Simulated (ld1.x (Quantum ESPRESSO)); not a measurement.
What one change does to a pseudopotential (antimony, TM)

* Element: Sb
* Generator: ld1.x (Quantum ESPRESSO) 7.5
* Type: norm-conserving Troullier–Martins (Kleinman–Bylander form)
* Functional: PBE
* Relativity: fully relativistic
* Frozen core: [Kr] 4d10
* Valence charge: 5
* Reference configuration: 5s2 5p2.5 (charge +0.5)
* Partial waves: 5s (bound): rc 1.95 bohr; 5p (bound): rc 1.95 bohr; 5d channel at 0.3 Ry: rc 1.65 bohr
* Local potential: the d channel
* Core correction: Bessel-smoothed model core inside 1.70 bohr

Open shells are filled in proportion to 2j + 1 (rel_dist='average').

All-electron outer shells of the reference configuration (PBE, scalar-relativistic, ld1.x):

```tsv
shell	level (eV)	outermost node (bohr)	outermost maximum (bohr)
4d	-37.56	0.38	0.84
5s	-16.59	0.95	1.88
5p	-8.27	1.04	2.29
```

Change: core correction none.

Cutoffs: the cutoffs (Ry, on a coarse ladder) from which the occupation-weighted sum of valence levels, in a spherical-Bessel basis at the reference potential, stays within 10 and 1 mRy of its value at 400 Ry; they do not see the model core or the augmentation charge, which bear on the density cutoff. Errors are all-electron minus pseudo energies relative to the spin-unpolarised reference configuration.

Question: Predict the effect on cutoff, ghosts and configuration errors.

Answer: The potential gets neither clearly harder nor softer (30 Ry and 50 Ry → 30 Ry and 50 Ry); both files keep a bound ghost (p, s); of the 7 tests that both files solve, the error grows in 0 and shrinks in 5 by more than 15 % and 0.3 meV (median size 24.6 → 6.7 meV).

```csv
quantity,base,changed
"cutoff, loose",30 Ry,30 Ry
"cutoff, tight",50 Ry,50 Ry
bound ghosts,"s, p3/2, p1/2","s, p3/2, p1/2"
"error for 5s2 5p3, meV [ΔE -3.27 eV]",-0.6,-0.4
"error for 5s2 5p2, meV [ΔE 5.06 eV]",-1.4,-0.7
"error for 5s2 5p1, meV [ΔE 21.05 eV]",-25,-6.7
"error for 5s2 5p0, meV [ΔE 45.49 eV]",-119,+8.6
"error for 5s0 5p5, meV [ΔE 13.11 eV]",-39,+40
"error for 5s2 5p3.3, meV [ΔE -4.43 eV]",-1.0,-0.5
"error for 5s1 5p0, meV [ΔE 89.78 eV]",-442,+209
s: phases at 2.14 bohr within 0.05 rad from the reference energy up to (Ry; the scan ends near 5),3.2,3.2
p1/2: phases at 2.14 bohr within 0.05 rad from the reference energy up to (Ry; the scan ends near 5),to the end of the scan,to the end of the scan
p3/2: phases at 2.14 bohr within 0.05 rad from the reference energy up to (Ry; the scan ends near 5),to the end of the scan,to the end of the scan
d3/2: phases at 2.14 bohr within 0.05 rad from the reference energy up to (Ry; the scan ends near 5),0.4,0.4
d5/2: phases at 2.14 bohr within 0.05 rad from the reference energy up to (Ry; the scan ends near 5),0.7,0.7
```

 A true bound ghost makes a file unfit for plane-wave use even where its test errors are small: the radial tests pick states by their node count and pass the ghost by.
